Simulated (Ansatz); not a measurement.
CH$_{2}$BN$_{3}$, SMILES `NB1N=C=N1`, relaxed with RKS PBE0-D4/def2-TZVP in Ansatz from a GFN2-xTB geometry. The force threshold is 0.005 eV/Å; the program also tests the step.

Charge 0, multiplicity 1.

Start:

```xyz
7

N     1.031    0.612   -0.206
B    -0.221    0.108    0.010
N    -1.334   -0.551   -0.602
C    -1.388   -1.487    0.369
N    -1.143   -0.326    1.015
H     1.433    0.702   -1.122
H     1.622    0.942    0.536
```

```
step  energy (eV)  largest force (eV/Å)  largest move (Å)
   1   -6207.9536                 1.926             0.000
   2   -6208.0396                 0.926             0.022
   3   -6208.0699                 0.084             0.021
   4   -6208.0701                 0.020             0.003
   5   -6208.0701                 0.005             0.002
   6   -6208.0701                 0.001             0.000
```

End:

```xyz
7

N     1.039    0.601   -0.205
B    -0.210    0.074    0.014
N    -1.351   -0.538   -0.637
C    -1.367   -1.494    0.369
N    -1.156   -0.301    1.046
H     1.426    0.711   -1.126
H     1.619    0.946    0.539
```

It took 12 s on 4 threads of a server CPU on a shared host, with 0.32 GiB of host memory at the peak.
